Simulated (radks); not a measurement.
Spin polarisation of the 6p1 shell in neutral thallium. Start: [Hg] 6p(up 0.5, down 0.5); electrons of 6p are moved from spin down to spin up, other shells keep equal spins. Method: scalar-relativistic Kohn-Sham, BLYP, spin-polarised, spherical densities, point nucleus; computed with a radial shooting solver on a logarithmic mesh with Libxc functionals.

moment (Bohr magnetons)  E - E(0) (eV)  e(6p up) (eV)  e(6p down) (eV)  6s down minus up (eV)  5d down minus up (eV)  5p down minus up (eV)
0                                0.000         -2.349           -2.349                  0.000                  0.000                 0.000
0.25                            -0.006         -2.393           -2.300                  0.090                  0.019                  0.003
0.5                             -0.023         -2.433           -2.246                  0.179                  0.038                  0.006
0.75                            -0.053         -2.468           -2.187                  0.266                  0.056                  0.010
1                               -0.094         -2.501           -2.114                  0.353                  0.074                  0.013

At moment 1 the spin-polarisation energy is -0.094 eV and the 6p exchange splitting 0.387 eV, that is 0.387 eV per Bohr magneton; E = -I m^2/4 would give I = 0.377 eV.
